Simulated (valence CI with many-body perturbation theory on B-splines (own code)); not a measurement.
**Zn¹⁵⁺: calculated level list**

Method: valence CI with perturbative core correlation (CI+MBPT): five valence electrons over a frozen Dirac-Fock core [Ne], a basis of 11 s, 11 p, 10 d, 8 f, 5 g, 2 h functions for each j, with the one-electron correlation potential Σ1, the two-electron term Σ2, the three-electron term Σ3, Breit, model QED; selected CI, second order for the rest, scaled by the run's own slope (own B-spline code, finite nucleus).

No measured levels were compared; by estimate levels of excited configurations hold to 0.05 to 0.15 % of their energy, terms of the ground configuration to about 0.5 %. Among the levels kept, up to 3300 cm⁻¹ of a level comes from second order outside the variational space, and about a tenth of that is noise between levels of different J, which matters for small intervals.

Levels 136 to 171 of 171, with energies above the lowest level, 3s²3p³ ⁴S°_3/2. "Leading %" is the weight of the configuration and term that name the level; weights of strongly mixed levels are sums over their largest components and can fall short, so below about 35 % the name and the second component can differ from the true leading terms, or belong to a minority configuration. Lifetimes count E1, E2, E3, M1 and M2 decay at the calculated energies, and are blank where another channel may lead or the interval is too uncertain; long ones can be off by a factor of two.

```
No.  Configuration  Term     J  E (cm⁻¹)  Leading %   Second component      g  Lifetime
136       3s²3p3d²   ²G°   9/2   1263700         63   14 % 3s3p³3d ²G°  1.109   10.1 ps
137        3s3p³3d   ²D°   5/2   1271700         60  23 % 3s²3p3d² ²D°  1.196   6.35 ps
138        3s3p³3d   ²D°   3/2   1276300         61  12 % 3s²3p3d² ²D°  0.846   5.52 ps
139       3s²3p3d²   ⁴D°   7/2   1277000         78   10 % 3s3p³3d ⁴D°  1.414   6.11 ps
140       3s²3p3d²   ⁴D°   5/2   1279100         71   14 % 3s3p³3d ⁴D°  1.350   6.18 ps
141       3s²3p3d²   ⁴D°   3/2   1281200         75   15 % 3s3p³3d ⁴D°  1.184   5.87 ps
142       3s²3p3d²   ⁴D°   1/2   1282700         45   16 % 3s3p³3d ²S°  0.685   5.76 ps
143        3s3p³3d   ²S°   1/2   1284400         30  29 % 3s²3p3d² ²S°  1.349   5.74 ps
144       3s²3p3d²   ²P°   3/2   1314200         49   24 % 3s3p³3d ²P°  1.254   5.09 ps
145       3s²3p3d²   ²F°   7/2   1314400         73   10 % 3s3p³3d ²F°  1.127   8.69 ps
146       3s²3p3d²   ²F°   5/2   1317900         71    9 % 3s3p³3d ²F°  0.876   6.97 ps
147       3s²3p3d²   ²P°   1/2   1320200         86    6 % 3s3p³3d ²P°  0.663   10.6 ps
148       3s²3p3d²   ⁴S°   3/2   1323100         72   15 % 3s3p³3d ⁴S°  1.957   4.41 ps
149          3p⁴3d    ⁴D   5/2   1334100         61   20 % 3s3p²3d² ⁴D  1.352   51.9 ps
150          3p⁴3d    ⁴D   3/2   1335700         57   19 % 3s3p²3d² ⁴D  1.182   52.6 ps
151          3p⁴3d    ⁴D   7/2   1337300         66   21 % 3s3p²3d² ⁴D  1.412   48.2 ps
152       3s²3p3d²   ²P°   1/2   1338400         46   36 % 3s3p³3d ²P°  0.670   4.77 ps
153          3p⁴3d    ⁴D   1/2   1340200         58   19 % 3s3p²3d² ⁴D  0.182   50.2 ps
154       3s²3p3d²   ²D°   3/2   1340900         54   13 % 3s3p³3d ²D°  0.911   5.46 ps
155       3s²3p3d²   ²D°   5/2   1347300         64   6 % 3s²3p3d² ²F°  1.174   5.93 ps
156       3s²3p3d²   ²P°   3/2   1349400         71   10 % 3s3p³3d ²P°  1.310   9.00 ps
157       3s²3p3d²   ²G°   7/2   1351500         51  28 % 3s²3p3d² ²F°  1.003   5.88 ps
158       3s²3p3d²   ²G°   9/2   1359000         91    5 % 3s3p³3d ²G°  1.110   6.36 ps
159       3s3p²3d²    ⁶G   3/2   1359200         96                     0.019   2.33 ns
160       3s3p²3d²    ⁶G   5/2   1363300         95                     0.869   1.53 ns
161       3s3p²3d²    ⁶G   7/2   1369100         94                     1.151   1.08 ns
162       3s²3p3d²   ²F°   5/2   1369100         77    9 % 3s3p³3d ²F°  0.870   7.00 ps
163          3p⁴3d    ²P   1/2   1370000         55      11 % 3p⁴3d ⁴D  0.695   54.6 ps
164       3s²3p3d²   ²F°   7/2   1371800         49  39 % 3s²3p3d² ²G°  1.036   6.82 ps
165          3p⁴3d    ⁴F   9/2   1371800         52   21 % 3s3p²3d² ⁴F  1.287   51.7 ps
166       3s3p²3d²    ⁶G   9/2   1376700         93                     1.277    677 ps
167          3p⁴3d    ²D   3/2   1377100         40      10 % 3p⁴3d ⁴P  1.019   91.8 ps
168          3p⁴3d    ⁴P   1/2   1381000         45   32 % 3s3p²3d² ⁴P  2.449   84.8 ps
169          3p⁴3d    ⁴F   7/2   1381300         38      23 % 3p⁴3d ²G  1.118   51.1 ps
170          3p⁴3d    ²P   3/2   1381500         31      14 % 3p⁴3d ⁴P  1.314   60.5 ps
171       3s3p²3d²    ⁶G  11/2   1385800         96                     1.343   1.65 ns
```

Names give the largest LS component (configuration and term), which can be under half, so a name can repeat, a term be missing and a line seem to break the LS rules; names also repeat where a configuration has a term twice.

Where two levels of one J and parity lie close, their mixing, g and order are uncertain.
